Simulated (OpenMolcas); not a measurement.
Nb3+: ligand-field states by method

Nb3+ with its 6 nearest fluoride ions at 2.015 Å, on the Mg site of KMgF3 (a = 3.973 Å, distance in the model lattice 1.986 Å). The rest of the host is ab initio model potentials to 7.6 Å, with orthogonalisation functions on the cations behind the ligands, and point charges beyond; the distance is set by hand and nothing relaxes, and no local charge compensation is placed. Ligand basis ANO-RCC-VDZP.
```
Nb    0.0000    0.0000    0.0000
F     2.0150    0.0000    0.0000
F     0.0000    2.0150    0.0000
F    -2.0150    0.0000    0.0000
F     0.0000   -2.0150    0.0000
F     0.0000    0.0000    2.0150
F     0.0000    0.0000   -2.0150
```

```json
{
 "Program": "OpenMolcas",
 "Basis": "ANO-RCC-VTZP [7s6p4d2f1g]",
 "Scalar Hamiltonian": "DKH2, point nucleus",
 "Active space": "2 electrons in 5 orbitals (4d)",
 "State averaging": "2S+1 = 3 even, 10 roots; 2S+1 = 1 even, 15 roots",
 "Spin-orbit coupling": "RASSI with atomic mean-field integrals over the reference wave functions"
}
```

I. CASSCF
II. SS-CASPT2, IPEA 0.25 Eh, imaginary shift 0.1 Eh (closed shells correlated: 4s 4p and the ligand valence shells)
III. SS-CASPT2, IPEA 0.25 Eh, real shift 0.3 Eh (closed shells correlated: 4s 4p and the ligand valence shells)

Spin-free states (labels of O, the rotations of Oh) in cm-1, each column counted from its own energy of the first state listed:

```csv
State,Degeneracy,I,II,III
3T1,3,0,0,0
1E,2,9840,7370,7410
1T2,3,10010,7300,7360
1A1,1,22718,17510,17600
3T2,3,28786,28900,28900
3T1,3,37629,35940,35960
1T2,3,40163,37750,37810
1T1,3,42413,39590,39630
3A2,1,59362,60150,60140
1E,2,70841,68230,68290
1A1,1,83693,78080,78190
```

From I to II, I's first state of the same spin (3T2) moves from 28786 to 28900 cm-1, by about +110 cm-1.

From I to II, I's first state of another spin (1E) moves from 9840 to 7370 cm-1, by about -2500 cm-1. In II another state of that kind comes below it.

I: A least-squares ligand-field fit to the states below 45000 cm-1, each weighted by its degeneracy and with a free common offset, gives 10Dq = 30421 cm-1, B = 691 cm-1 and C = 2727 cm-1 (C/B = 3.94), with an rms deviation of 95 cm-1. The same method and metal basis give the free ion B = 757 cm-1 (fit to its terms below 60000 cm-1, rms deviation 27 cm-1), so the nephelauxetic ratio is β = 691 / 757 = 0.91; it hangs on how both fits weigh the states, and computed free-ion B values tend to be too large, so β mixes covalency with correlation.

II: A least-squares ligand-field fit to the states below 45000 cm-1, each weighted by its degeneracy and with a free common offset, gives 10Dq = 30493 cm-1, B = 551 cm-1 and C = 2006 cm-1 (C/B = 3.64), with an rms deviation of 105 cm-1. The same method and metal basis give the free ion B = 697 cm-1 (fit to its terms below 60000 cm-1, rms deviation 532 cm-1), so the nephelauxetic ratio is β = 551 / 697 = 0.79; it hangs on how both fits weigh the states, and computed free-ion B values tend to be too large, so β mixes covalency with correlation.

III: A least-squares ligand-field fit to the states below 45000 cm-1, each weighted by its degeneracy and with a free common offset, gives 10Dq = 30497 cm-1, B = 552 cm-1 and C = 2024 cm-1 (C/B = 3.67), with an rms deviation of 108 cm-1. 

From I to II, 10Dq changes by 0 %, B by -20 % and C by -26 %.

χT at 300 K: I 0.47, II 0.47, III 0.47 cm3 K/mol.

Roots that are degenerate in the reference are averaged as groups; the widest CASPT2 spread within a group is 540 cm-1 (the 3-fold group of multiplicity 3 near 28900 cm-1 above the lowest state of its run, II). Shifts and gaps below about the spread of the groups concerned are not significant. Over all roots computed the reference weight is 0.73 to 0.74 in II; a low but even weight reflects the number of correlated electrons. An orbital triplet at a regular site is open to Jahn-Teller coupling, which can distort the site and quench the lowest spin-orbit gaps and is left out. The least metal-like active orbital is 82 % on the metal (Löwdin) and no ligand orbital is active, so the numbers are rough. Ligand-to-metal charge-transfer states are missing. With no ligand orbital active B as a rule stays too high, so bands that hang on it stand too high and its fall with covalency is understated. Without dynamic correlation the repulsion within the d shell is too large (B by tens of per cent), so at a given field states of lower spin stand too high (holds for I). With metal d orbitals alone the field can be off either way by tens of per cent (holds for I). With one d shell and no ligand orbital active, 10Dq can be off by a tenth or more (holds for II; III). No measured value stands beside these numbers; the geometry was set by hand and not optimised.
